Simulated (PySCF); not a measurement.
# One molecule, several mistakes: AlBCH5O

These are calculations, not measurements. The program is PySCF 2.14.0, an open-source quantum chemistry code, run on an isolated molecule that a program drew, which may never have been made. The molecule is AlBCH5O (charge 0, doublet), drawn as the SMILES string `CB[O][AlH]`.

Each row is a Hartree-Fock (HF) and frozen-core CCSD(T) single point in the cc-pV(D+d)Z basis, meant for a local HF minimum. Run 1 is clean. Each other run has one planted mistake out of seven kinds, and not every kind appears here: one electron removed, one electron added, multiplicity raised by two, geometry at a saddle point, minimal basis STO-3G, one bond length entered in bohr, all coordinates scaled. The reference is restricted for singlets and unrestricted otherwise, and also for a bond in bohr. Adding or removing an electron swaps singlet and doublet. Electrons count all cores. HOMO and LUMO are orbital energies over both spins, the gradient is its largest component, and the lowest frequency (negative if imaginary) is given only where the gradient is small. Bond lengths are over the 8 bonds as drawn. T1 is the CCSD diagnostic: over 0.02 (restricted) or 0.045 (unrestricted) a single reference is doubtful.

Geometry of the clean run:
```xyz
9
AlBCH5O, angstrom
C    -1.4693   -2.8240   -1.4623
B    -0.4588   -1.8765   -0.7004
O    -0.8480   -1.0616    0.2978
Al   -1.2143    0.0644    1.5050
H    -1.4470   -2.6100   -2.5374
H    -1.1496   -3.8679   -1.3591
H    -2.5001   -2.7392   -1.1098
H     0.7109   -1.8771   -1.0164
H    -1.1875   -0.4668    3.0055
```

| run | electrons | basis functions | <S^2> | HOMO (eV) | LUMO (eV) | gradient (hartree/bohr) | lowest frequency (cm^-1) | mean bond (Å) | longest bond (Å) | T1 | HF (hartree) | CCSD(T) (hartree) | mistake |
|---|---|---|---|---|---|---|---|---|---|---|---|---|---|
| 1 | 37 | 90 | 0.756 | -8.47 | 1.08 | 1.3e-05 | 66 | 1.3384 | 1.691 | 0.0163 | -382.32556 | -382.83528 | no fault |
| 2 | 36 | 90 | 0.000 | -15.42 | -7.25 | 6.9e-02 | - | 1.3384 | 1.691 | 0.0192 | -382.03621 | -382.54525 | one electron removed |
| 3 | 37 | 29 | 0.759 | -5.21 | 6.90 | 5.3e-02 | - | 1.3384 | 1.691 | 0.0214 | -377.58898 | -377.79321 | minimal basis STO-3G |
| 4 | 38 | 90 | 0.000 | -0.29 | 6.77 | 6.6e-02 | - | 1.3384 | 1.691 | 0.0186 | -382.30866 | -382.85451 | one electron added |
| 5 | 37 | 90 | 3.766 | -5.18 | -1.75 | 8.9e-02 | - | 1.3384 | 1.691 | 0.0434 | -382.14220 | -382.62884 | ? |

**Which mistake was planted in run 5, and what did it cost?**

Electrons, basis and geometry are unchanged, and <S^2> is 3.766, beside S(S+1) = 3.75 for a multiplicity of 4. So the mistake is: multiplicity raised by two. Subtracting run 1 and multiplying by 627.51 kcal/mol a hartree, the energy moved by 115.1 kcal/mol in HF and 129.5 kcal/mol in CCSD(T).

